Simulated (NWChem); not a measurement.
Species: Si₃H₆, singlet; SMILES [SiH3][Si][SiH3]

```xyz
9

Si     0.0000     0.0000     1.2397
Si    -1.6826     0.0052    -0.4460
H     -1.8247    -1.4745    -0.6911
H     -1.3349     0.6535    -1.7521
H     -3.0106     0.5232     0.0090
Si     1.6826    -0.0052    -0.4460
H      1.8247     1.4745    -0.6911
H      1.3349    -0.6535    -1.7521
H      3.0106    -0.5232     0.0090
```
Atoms are numbered in this order, from 1.

Low-valent species are run as closed-shell singlets; no triplet was tried in these runs. Structure relaxed at the PBE0/def2-SVP level.

Symmetry labels are those of C2 in the frame above (b1 and b2, or b-type labels, depend on it).

Problem. List the 4 lowest vertical singlet excitations from PBE/def2-SVPD, TDA (NWChem).

Solution. 
```csv
state,energy (eV),oscillator strength,symmetry,leading excitation (squared amplitude)
S1,1.83,0.003,b,HOMO → LUMO (0.99)
S2,2.52,0.000,a,HOMO−1 → LUMO (0.99)
S3,4.05,0.001,a,HOMO−2 → LUMO (0.99)
S4,4.47,0.040,b,HOMO−3 → LUMO (0.87)
```
